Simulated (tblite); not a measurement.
C2H14NPSi4.
Geometry (GFN2-xTB, Å), atoms numbered from 1 in this order:
```
atom  x, y, z in Å
C1    -2.5229   -1.1682    0.4802
Si2   -1.3675   -0.7644   -0.9864
Si3    0.6324   -2.0270   -0.9004
Si4    1.8505   -0.1094   -0.2339
C5     2.3556   -0.1837    1.6065
Si6   -0.1031    1.2252   -0.5732
N7     0.1002    2.0073   -2.1158
P8    -0.7446    2.7033    1.0446
H9    -1.9816   -1.1129    1.4210
H10   -2.9369   -2.1689    0.4031
H11   -3.3575   -0.4751    0.5443
H12   -2.2424   -0.8480   -2.1726
H13    0.6440   -3.1817    0.0137
H14    1.0425   -2.6346   -2.1730
H15    3.0984    0.2310   -0.9437
H16    3.1212   -0.9325    1.7849
H17    1.5023   -0.4385    2.2295
H18    2.7433    0.7681    1.9598
H19   -0.7191    2.3716   -2.5767
H20    0.8408    2.6857   -2.2079
H21   -1.9113    2.0260    1.3493
H22   -0.0547    2.0460    2.0460
```

Computed values, GFN2-xTB/tblite, gas phase, harmonic and unscaled. Errors from tens to a few hundred cm⁻¹ against measured bands are possible. Modes of hydrogen on phosphorus and silicon can be 10 to 20 % off. One conformer, not necessarily the lowest. The optimisation stopped once no atom felt more than 0.01 eV/Å.

Lowest wavenumbers of the output (negative numbers stand for imaginary wavenumbers):
```
mode    cm-1
  1     -39.2
  2      33.4
  3      61.3
  4      65.1
  5     110.7
  6     119.6
  7     122.0
  8     126.4
```

Is this structure a minimum?

Not by this Hessian. 1 mode is imaginary beyond 20i (39i cm⁻¹), so at this level the point lies at or near a first-order saddle. The curvature is small, so loose convergence or finite differences may be the whole cause.

Which atoms move in the imaginary mode?

39i: H22 (P–H hydrogen) 45 %, H21 (P–H hydrogen) 44 %. These are shares of the mass-weighted motion.

What is the remedy?

Step along that mode in both directions, optimise again with tighter thresholds and repeat the frequencies. The zero-point energy of this point (94.2 kcal/mol) counts the 59 real modes alone, and thermal corrections from it aren't those of a minimum.
